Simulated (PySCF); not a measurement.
C7H9NOSi.
Cartesian coordinates in Å at the PBE0-D3(BJ)/def2-SVP level; atoms count from 1:
```
atom  x, y, z in Å
C1     3.9513    0.1348   -0.5926
N2     3.1605    0.4827    0.3335
C3     1.7939    0.1901    0.2550
C4     1.2796   -0.9925   -0.3021
C5    -0.0884   -1.2267   -0.3339
C6    -0.9796   -0.2805    0.1834
O7    -2.3006   -0.5608    0.1238
Si8   -3.5931    0.3603    0.6716
C9    -0.4763    0.8942    0.7543
C10    0.8954    1.1132    0.8035
H11    3.6267   -0.3683   -1.5240
H12    5.0246    0.3446   -0.4867
H13    1.9644   -1.7525   -0.6851
H14   -0.4952   -2.1504   -0.7491
H15   -3.6193    1.6876   -0.0120
H16   -3.5003    0.5711    2.1470
H17   -4.8013   -0.4323    0.3292
H18   -1.1573    1.6382    1.1769
H19    1.2994    2.0174    1.2627
```

Definitions: NICS(0) = −σiso at the ring centroid; NICS(1) = −σiso and NICS(1)zz = −σzz at ±1 Å along the ring normal z. Level: GIAO PBE0/pcSseg-1 (PySCF, non-relativistic, gas phase) on the PBE0-D3(BJ)/def2-SVP geometry, one conformer.

Ring bond lengths (Å), with Mayer bond orders in brackets: C3–C4 1.405 (1.32), C4–C5 1.388 (1.46), C5–C6 1.399 (1.40), C6–C9 1.400 (1.37), C9–C10 1.390 (1.46), C10–C3 1.400 (1.40).

Task: What do the NICS probes read (ppm)?

Result: 
```
              ring                                              type  NICS(0)  NICS(1), two faces  NICS(1)zz, two faces  rms pucker (Å)  centre to ring atoms, mean (Å)
C3–C4–C5–C6–C9–C10  6-membered carbocycle; formal bonds all aromatic     -9.4       -10.5 / -10.6         -25.0 / -26.1            0.01                            1.40
```

Task: What can be read from them?

Result: 
- C3–C4–C5–C6–C9–C10: mean NICS(1)zz -25.6 ppm, shielded. The ring is flat and has no four-coordinate atom; by the NICS criterion it is aromatic.

Task: And the bond-length index? HOMA = 1 − mean of α(R − Ropt)² over the ring bonds, with Krygowski's 1993 parameters (CC: Ropt 1.388 Å, α 257.7 Å⁻²).

Result: 
- C3–C4–C5–C6–C9–C10: HOMA 0.97 = 1 − EN − GEO, with mean bond length 1.397 Å, EN = α(Ropt − mean)² = 0.021 and GEO = α × variance = 0.009. The geometric and the magnetic index point the same way.

Task: Give the inner angles of the rings and the Hirshfeld charges of the ring atoms.

Result: 
- C3–C4–C5–C6–C9–C10: C3 118.4° (+0.027 e), C4 120.8° (-0.055 e), C5 120.3° (-0.067 e), C6 119.3° (+0.076 e), C9 120.1° (-0.072 e), C10 121.0° (-0.050 e); sum 720.0° against 720° for a flat convex ring.

Task: What are the shieldings of the ring atoms and their hydrogens in the same run (means over atoms taken as equivalent)?

Result: 
```json
{"atoms": "C3", "environment": "aromatic carbon bearing nitrogen", "σ isotropic (ppm)": "34.1"}
{"atoms": "C4 (×2)", "environment": "aromatic CH carbon", "σ isotropic (ppm)": "56.5"}
{"atoms": "C5 (×2)", "environment": "aromatic CH carbon", "σ isotropic (ppm)": "62.6"}
{"atoms": "C6", "environment": "aromatic carbon bearing oxygen", "σ isotropic (ppm)": "22.7"}
{"atoms": "H13 (×2)", "environment": "aromatic hydrogen", "σ isotropic (ppm)": "24.07"}
{"atoms": "H14 (×2)", "environment": "aromatic hydrogen", "σ isotropic (ppm)": "24.34"}
```

Task: How do the values depend on the level or the medium?

Result: 
| level | NICS(0), C3–C4–C5–C6–C9–C10 | mean NICS(1)zz, C3–C4–C5–C6–C9–C10 |
| --- | --- | --- |
| PBE0/pcSseg-1, gas | -9.4 | -25.6 |
| wB97X-D/pcSseg-1, gas | -9.5 | -25.9 |
| PBE0/pcSseg-1, IEF-PCM acetonitrile | -9.3 | -25.6 |
| PBE0/pcSseg-1, IEF-PCM methanol | -9.3 | -25.6 |

The geometry is the same throughout; the continuum's cavity takes Bondi-type radii × 1.2.

On AMD EPYC 9R45, one thread, on a shared host, this took 25 s wall and 0.98 GiB of memory at its peak. This is the whole shielding run at PBE0/pcSseg-1, SCF included.
